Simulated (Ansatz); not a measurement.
Basis-set extrapolation for C₂H₁₀AlNSi, SMILES `C[SiH2][N](C)[AlH2]` (PBE0-D4/def2-TZVP geometry, frozen core, Ansatz). Multiplicity 1, RHF reference.

```tsv
	def2-TZVPP	def2-QZVPP
HF	-666.979348	-667.002757
MP2 correlation	-0.777588	-0.829505
CCSD(T) correlation	-0.870670	not run
```

Energies in hartree. Use E(X) = E(∞) + A·exp(−7.88·√X) for Hartree–Fock and E(X) = E(∞) + B·X^(−2.97) for correlation, with X = 3 and 4, and add CCSD(T) minus MP2 of the smaller set to the MP2 limit.

Q: What is the CCSD(T) energy at the basis-set limit?

A: HF limit: -667.002757 + (-0.023409) × 0.13774 = -667.00598. MP2 limit: -0.829505 + (-0.051917) × 0.74074 = -0.86796. Higher-order term: -0.870670 − (-0.777588) = -0.09308. Total: -667.96702 hartree, 307.2 kJ/mol below CCSD(T)/def2-TZVPP.
